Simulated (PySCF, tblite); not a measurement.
Species: 3,4-dimethylphosphinine, C7H9P.
SMILES: `Cc1ccpcc1C`

Computed with PBE0/pcSseg-1 in PySCF (dipole) on a GFN2-xTB geometry, gas phase.

Take the most abundant isotopes and a rigid rotor. 

What are A, B and C (cm⁻¹)?

Ia = 170.65, Ib = 331.45, Ic = 495.86 u·Å²; 505379 MHz·u·Å²/I gives 2962, 1525 and 1019 MHz, that is A = 0.09879, B = 0.05086, C = 0.03400 cm⁻¹.

What kind of rotor is it?

An asymmetric top. Ray's parameter κ = (2B − A − C)/(A − C) = -0.479; −1 is the prolate and +1 the oblate limit.

Is it planar, by Δ = Ic − Ia − Ib?

Not planar: Δ = Ic − Ia − Ib = -6.24 u·Å². For a rigid frame Δ = −2 Σ m c², so Σ m c² = 3.12 u·Å² lies off the ab plane, practically all of it from hydrogen. The atom farthest from that plane is 0.88 Å away.

Give the other two planar moments, Paa and Pbb, and the rms extents of the mass along the axes.

Paa = Σ m a² = (Ib + Ic − Ia)/2 = 328.33 and Pbb = Σ m b² = (Ia + Ic − Ib)/2 = 167.53 u·Å². With the mass M = 124.04 u, the rms extents √(P/M) along a, b and c are 1.63, 1.16, 0.16 Å.

Give the coordinates in the principal-axis frame, origin at the centre of mass.

The sense of each axis is arbitrary; atoms in the order of the calculation.
```
atom  mass (u)   a (Å)   b (Å)   c (Å)
  C1    12.000  -2.419   1.135   0.000
  C2    12.000  -1.005   0.638   0.000
  C3    12.000   0.031   1.564   0.000
  C4    12.000   1.373   1.250   0.000
  P5    30.974   2.014  -0.358   0.000
  C6    12.000   0.531  -1.253   0.001
  C7    12.000  -0.752  -0.739   0.001
  C8    12.000  -1.908  -1.697  -0.001
  H9     1.008  -2.955   0.777  -0.879
 H10     1.008  -2.445   2.222  -0.001
 H11     1.008  -2.954   0.779   0.881
 H12     1.008  -0.239   2.614  -0.002
 H13     1.008   2.090   2.061   0.001
 H14     1.008   0.640  -2.332   0.002
 H15     1.008  -2.529  -1.545  -0.884
 H16     1.008  -1.560  -2.727   0.001
 H17     1.008  -2.536  -1.543   0.876
```

Which lines would a microwave search look for?

The dipole components are |μa| = 2.49 D, |μb| = 0.40 D, |μc| = 0.00 D; the mirror of this Cs structure is the ab plane, so μc vanishes by symmetry and there are no c-type lines. The squared components, which scale the intensities, stand as 1.00 : 0.03 (a : b). Some lines, for components of 0.1 D or more:

```json
{"type": "a", "branch": "Q", "J(Ka,Kc)": "1(1,0) ← 1(1,1)", "MHz": "506", "lower level (cm⁻¹)": "0.133"}
{"type": "a", "branch": "Q", "J(Ka,Kc)": "2(1,1) ← 2(1,2)", "MHz": "1517", "lower level (cm⁻¹)": "0.286"}
{"type": "b", "branch": "Q", "J(Ka,Kc)": "1(1,0) ← 1(0,1)", "MHz": "1942", "lower level (cm⁻¹)": "0.085"}
{"type": "a", "branch": "R", "J(Ka,Kc)": "1(0,1) ← 0(0,0)", "MHz": "2544", "lower level (cm⁻¹)": "0.000"}
{"type": "b", "branch": "Q", "J(Ka,Kc)": "2(1,1) ← 2(0,2)", "MHz": "2559", "lower level (cm⁻¹)": "0.251"}
{"type": "b", "branch": "R", "J(Ka,Kc)": "2(0,2) ← 1(1,1)", "MHz": "3539", "lower level (cm⁻¹)": "0.133"}
{"type": "b", "branch": "R", "J(Ka,Kc)": "1(1,1) ← 0(0,0)", "MHz": "3981", "lower level (cm⁻¹)": "0.000"}
{"type": "b", "branch": "Q", "J(Ka,Kc)": "2(2,0) ← 2(1,1)", "MHz": "4422", "lower level (cm⁻¹)": "0.336"}
{"type": "a", "branch": "R", "J(Ka,Kc)": "2(1,2) ← 1(1,1)", "MHz": "4582", "lower level (cm⁻¹)": "0.133"}
{"type": "a", "branch": "R", "J(Ka,Kc)": "2(0,2) ← 1(0,1)", "MHz": "4976", "lower level (cm⁻¹)": "0.085"}
{"type": "a", "branch": "R", "J(Ka,Kc)": "2(1,1) ← 1(1,0)", "MHz": "5593", "lower level (cm⁻¹)": "0.150"}
{"type": "b", "branch": "Q", "J(Ka,Kc)": "2(2,1) ← 2(1,2)", "MHz": "5827", "lower level (cm⁻¹)": "0.286"}
{"type": "b", "branch": "R", "J(Ka,Kc)": "2(1,2) ← 1(0,1)", "MHz": "6019", "lower level (cm⁻¹)": "0.085"}
{"type": "b", "branch": "R", "J(Ka,Kc)": "2(2,1) ← 1(1,0)", "MHz": "9904", "lower level (cm⁻¹)": "0.150"}
{"type": "b", "branch": "R", "J(Ka,Kc)": "2(2,0) ← 1(1,1)", "MHz": "10521", "lower level (cm⁻¹)": "0.133"}
```

Estimate the classical rotational partition function at 10 K, 25 K and 100 K.

Point group Cs, symmetry number σ = 1; q = (√π/σ)·√((kT/h)³/(ABC)), k/h = 20836.6 MHz/K: 2490 at 10 K, 9820 at 25 K, 78600 at 100 K.

Its GFN2-xTB frequencies are all real (lowest 122 cm⁻¹). Constants of a rigid frame at the computed geometry: no zero-point averaging, no centrifugal distortion. A rigid rotor knows nothing of internal rotation, which can split or shift real lines.
